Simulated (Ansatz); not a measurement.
Geometry optimisation, RKS PBE0-D4/def2-SVP (Ansatz 0.2.0).

input.yaml

```yaml
crystal:
  periodic: [false, false, false]
  atoms:
    - { symbol: Si, position_ang: [-0.446315, 0.0, -0.479366] }
    - { symbol: Cl, position_ang: [0.156014, -2.0e-06, 2.823912] }
    - { symbol: Cl, position_ang: [1.529882, 1.0e-06, -0.038476] }
    - { symbol: Cl, position_ang: [-0.834649, 1.681231, -1.554928] }
    - { symbol: Cl, position_ang: [-0.834649, -1.681232, -1.554927] }
    - { symbol: F, position_ang: [-1.543628, 0.0, 0.684061] }
    - { symbol: H, position_ang: [-1.170755, 1.0e-06, 2.773225] }
basis:
  gaussian: { orbitals: def2-SVP }
hamiltonian:
  xc: pbe0
  dispersion: d4
relax:
  f_tol: 0.03
  max_steps: 50
output:
  orbitals: {}
```

Run as:

```bash
$ ansatz run input.yaml --threads 4 --pin off --max-ram 5120MiB --backend cpu --events-out ev --progress --plain --runs-dir out
```

Task: Where does it end, and by what steps?

Result: The run converged. After 9 steps the energy has fallen by 0.333 eV; Cl2 moved furthest, 0.79 Å.

| step | energy less start (eV) | largest force component (eV/Å) | accepted |
| --- | --- | --- | --- |
| 0 | 0.0000 | 1.278 | yes |
| 1 | -0.1678 | 0.890 | yes |
| 2 | -0.2705 | 0.671 | yes |
| 3 | -0.3041 | 0.372 | yes |
| 4 | -0.3139 | 0.170 | yes |
| 5 | -0.3150 | 0.142 | yes |
| 6 | -0.3163 | 0.647 | yes |
| 7 | -0.3309 | 0.169 | yes |
| 8 | -0.3327 | 0.122 | yes |
| 9 | -0.3333 | 0.017 | yes |

```xyz
7
Properties=species:S:1:pos:R:3
Si -0.488 0.000 -0.667
Cl -0.014 0.000 3.591
Cl 1.434 0.000 -0.040
Cl -0.910 1.669 -1.729
Cl -0.910 -1.669 -1.728
F -1.438 0.000 0.640
H -0.819 0.000 2.586
```

Whether the end is a true minimum wasn't checked by a vibrational analysis.

Run time: 17 s on 4 threads of Arm Neoverse V2, with other jobs on the host, peak memory 0.28 GiB.
